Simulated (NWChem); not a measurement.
System: CaHSCl; SMILES [SH][Ca][Cl]

Output (shortened):

```
             Northwest Computational Chemistry Package (NWChem) 7.3.0
             --------------------------------------------------------

 C1  symmetry detected

                             Geometry "geometry" -> ""
                             -------------------------

 Output coordinates in angstroms (scale by  1.889725989 to convert to a.u.)

  No.       Tag          Charge          X              Y              Z
 ---- ---------------- ---------- -------------- -------------- --------------
    1 Ca                  20.0000     0.32097135    -0.04206180     0.00641657
    2 Cl                  17.0000    -0.16873720    -2.44087066    -0.00539257
    3 S                   16.0000    -0.12979192     2.49615615    -0.00865638
    4 H                    1.0000    -1.47422402     2.39753889     0.10184433

 Effective nuclear repulsion energy (a.u.)     179.8737956490

  pbe96 is a nonlocal functional; adding pw91lda local functional.

                                 NWChem DFT Module
                                 -----------------

 Summary of "ao basis" -> "ao basis" (spherical)
 ------------------------------------------------------------------------------
       Tag                 Description            Shells   Functions and Types
 ---------------- ------------------------------  ------  ---------------------
 Ca                         def2-svp                10       24   5s3p2d
 Cl                         def2-svp                 8       18   4s3p1d
 S                          def2-svp                 8       18   4s3p1d
 H                          def2-svp                 3        5   2s1p

            General Information
            -------------------
          SCF calculation type: DFT
          Wavefunction type:  closed shell.
          No. of atoms     :     4
          No. of electrons :    54
           Alpha electrons :    27
            Beta electrons :    27
          Charge           :     0
          Spin multiplicity:     1
          Use of symmetry is: off; symmetry adaption is: off
          Maximum number of iterations: 150
          AO basis - number of functions:    65
                     number of shells:    29
          Convergence on energy requested:  1.00D-06
          Convergence on density requested:  1.00D-05
          Convergence on gradient requested:  5.00D-04

              XC Information
              --------------
                     Hartree-Fock (Exact) Exchange  1.000
                     LC-wPBE(h)Exchange Functional  1.000
            Perdew 1991 LDA Correlation Functional  1.000 local
           PerdewBurkeErnz. Correlation Functional  1.000 non-local

           Range-Separation Parameters
           ---------------------------
           Alpha           :  0.00
           Beta            :  1.00
           Gamma           :  0.25
           Short-Range HF  :     F

             Grid Information
             ----------------
          Grid used for XC integration:  medium
          Radial quadrature: Mura-Knowles
          Angular quadrature: Lebedev.
          Tag              B.-S. Rad. Rad. Pts. Rad. Cut. Ang. Pts.
          ---              ---------- --------- --------- ---------
          Ca                  1.80      112          11.0       590
          Cl                  1.00       88          12.0       590
          S                   1.00       88          11.0       590
          H                   0.35       45          12.0       434
          Grid pruning is: on
          Number of quadrature shells:   333
          Spatial weights used:  Erf1

      Superposition of Atomic Density Guess
      -------------------------------------

 Sum of atomic energies:       -1533.83082061

      Non-variational initial energy
      ------------------------------

 Total energy =   -1534.068016
 1-e energy   =   -2469.483894
 2-e energy   =     755.542083
 HOMO         =      -0.330875
 LUMO         =      -0.103428

   convergence    iter        energy       DeltaE   RMS-Dens  Diis-err
 ---------------- ----- ----------------- --------- --------- ---------
 d= 0,ls=0.0,diis     1  -1535.7699884708 -1.72D+03  1.51D-02  4.56D-01
 d= 0,ls=0.0,diis     2  -1535.8181344113 -4.81D-02  6.37D-03  1.33D-01
 d= 0,ls=0.0,diis     3  -1535.8354915523 -1.74D-02  1.23D-03  3.42D-03
 d= 0,ls=0.0,diis     4  -1535.8364943383 -1.00D-03  6.15D-04  1.94D-04
 d= 0,ls=0.0,diis     5  -1535.8366133160 -1.19D-04  2.38D-04  2.16D-05
  Resetting Diis
 d= 0,ls=0.0,diis     6  -1535.8366304605 -1.71D-05  8.93D-05  2.31D-06
 d= 0,ls=0.0,diis     7  -1535.8366322774 -1.82D-06  1.43D-05  1.46D-07
 d= 0,ls=0.0,diis     8  -1535.8366323561 -7.88D-08  4.85D-06  5.10D-08

         Total DFT energy =    -1535.836632356116
      One electron energy =    -2474.028844928890
           Coulomb energy =      848.339129773450
    Exchange-Corr. energy =      -90.020712849719
 Nuclear repulsion energy =      179.873795649042

 Numeric. integr. density =       54.000000226763

                       DFT Final Molecular Orbital Analysis
                       ------------------------------------

 Vector   25  Occ=2.000000D+00  E=-3.674938D-01
              MO Center= -1.4D-01, -2.3D+00, -4.4D-03, r^2= 1.5D+00
   Bfn.  Coefficient  Atom+Function         Bfn.  Coefficient  Atom+Function
  ----- ------------  ---------------      ----- ------------  ---------------
    37      0.611584  2 Cl pz                34      0.450467  2 Cl pz
    31      0.265500  2 Cl pz                21     -0.100592  1 Ca d -1
    16     -0.092996  1 Ca d -1              14      0.091782  1 Ca pz
    11     -0.064148  1 Ca pz                52     -0.028281  3 S  pz

[...]
```

Level: LC-wPBE (HJS exchange hole, range parameter 0.25 per bohr)/def2-SVP, vertical spin-unrestricted ions. Geometry: optimised at PBE0/def2-SVP.

Task: Write an input that gives this output.

Result: This is not unique; one that fits is the input that was run:
```
start job
memory heap 200 mb stack 900 mb global 1100 mb
geometry units angstroms noautoz
  Ca     0.504014     0.016695     0.024327
  Cl    -0.304943    -2.293880    -0.008378
  S      0.403977     2.592074    -0.033817
  H     -0.945732     2.677575    -0.013602
end
basis spherical
  * library def2-svp
end
dft
  xc xwpbe 1.00 cpbe96 1.0 hfexch 1.00
  cam 0.25 cam_alpha 0.0 cam_beta 1.0
  iterations 150
  vectors input atomic output neutral.movecs
end
task dft energy
charge 1
dft
  odft
  mult 2
  vectors input atomic output cation.movecs
end
task dft energy
```
